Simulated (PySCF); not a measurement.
A GIAO shielding run with PySCF 2.14.0 with density-fitted response routines (density fitting, non-relativistic, gas phase) on `C[Si](C)(Cl)[Si](Cl)(Cl)Cl`, C₂H₆Cl₄Si₂:

```
{"job": {"kind": "nmr", "xc": "BHandHLYP", "basis": "pcSseg-1", "pop": false}, "charge": 0, "multiplicity": 1}
C     -0.091806    -1.885864    -0.184405
Si    -0.278619    -0.056067    -0.492161
C     -1.697461     0.731152     0.425940
Cl    -0.498002     0.278047    -2.534863
Si     1.697210     1.008619     0.132530
Cl     3.335563     0.160936    -0.780644
Cl     1.923491     0.785157     2.176795
Cl     1.663273     3.023331    -0.292903
H      0.764291    -2.286817    -0.746970
H     -0.999185    -2.426652    -0.495081
H      0.079351    -2.070527     0.888082
H     -1.548190     0.617287     1.511420
H     -1.758859     1.804672     0.193694
H     -2.652340     0.257681     0.149692
```

Hardware: 1 thread of an x86-64 server CPU, shared host.

Question: How large is the calculation?

Answer: 114 electrons, 208 basis functions and 1224 auxiliary functions.

Question: How long does it take?

Answer: 53 s of wall time, with 12 SCF cycles and 5 response iterations. Times on a shared host scatter by some tens of per cent.

Question: And these other runs on the same molecule and hardware: GIAO shielding at B97-2/pcSseg-1; GIAO shielding at PBE0/pcSseg-1; GIAO shielding at BLYP/pcSseg-1; GIAO shielding at BP86/pcSseg-1; GIAO shielding at KT2/pcSseg-1; GIAO shielding at LC-wPBE/pcSseg-1?

Answer: B97-2/pcSseg-1: 208 functions, 51 s; PBE0/pcSseg-1: 208 functions, 57 s; BLYP/pcSseg-1: 208 functions, 64 s; BP86/pcSseg-1: 208 functions, 72 s; KT2/pcSseg-1: 208 functions, 67 s; LC-wPBE/pcSseg-1: 208 functions, 79 s.
